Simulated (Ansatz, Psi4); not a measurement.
**Ligand exchange: Si2H3F3 + C3H6F2 → Si2H4F2 + C3H5F3**

Species: Si2H3F3 `F[SiH2][SiH](F)F`, singlet; C3H6F2 `CC(F)CF`, singlet; Si2H4F2 `F[SiH2][SiH2]F`, singlet; C3H5F3 (1,2,2-trifluoropropane) `CC(F)(F)CF`, singlet. The partners trade F for H: Si–F and C–H bonds give way to Si–H and C–F.

Shapes, held fixed at every level: PBE0-D4/def2-TZVP. Flexible molecules stand in one conformer, not always the lowest. Programs: Ansatz 0.2.0. Electronic energies: no zero-point or thermal term.

```json
{"level": "r2SCAN-D4/def2-TZVPP", "kind": "meta-GGA", "ΔE (kJ/mol)": "+172.7", "less CCSD(T)/CBS estimate": "-11.0", "CPU time (sum over the molecules)": "47 s"}
{"level": "B3LYP-D4/def2-TZVPP", "kind": "global hybrid", "ΔE (kJ/mol)": "+178.1", "less CCSD(T)/CBS estimate": "-5.6", "CPU time (sum over the molecules)": "54 s"}
{"level": "PBE0-D4/def2-TZVPP", "kind": "global hybrid", "ΔE (kJ/mol)": "+171.0", "less CCSD(T)/CBS estimate": "-12.7", "CPU time (sum over the molecules)": "31 s"}
{"level": "wB97M-V/def2-TZVPP", "kind": "range-separated hybrid", "ΔE (kJ/mol)": "+174.1", "less CCSD(T)/CBS estimate": "-9.6", "CPU time (sum over the molecules)": "1.9 min"}
{"level": "MP2/def2-TZVPP", "kind": "perturbation theory", "ΔE (kJ/mol)": "+187.7", "less CCSD(T)/CBS estimate": "+4.0", "CPU time (sum over the molecules)": "–"}
{"level": "CCSD/def2-TZVPP", "kind": "coupled cluster or CI", "ΔE (kJ/mol)": "+180.0", "less CCSD(T)/CBS estimate": "-3.7", "CPU time (sum over the molecules)": "–"}
{"level": "CCSD(T)/CBS estimate", "kind": "coupled cluster or CI", "ΔE (kJ/mol)": "+183.7", "less CCSD(T)/CBS estimate": "0.0", "CPU time (sum over the molecules)": "31 min"}
```

The highest level, CCSD(T)/CBS estimate, gives ΔE = +183.7 kJ/mol; the levels span +171.0 to +187.7. The column of differences is taken from that level and isn't an error. No measured value is set beside it here. The CBS estimate extrapolates MP2 from def2-TZVPP and def2-QZVPP and adds CCSD(T) − MP2 in the triple-zeta set, cores frozen. Times are processor times on shared x86 and Arm servers, and rough.
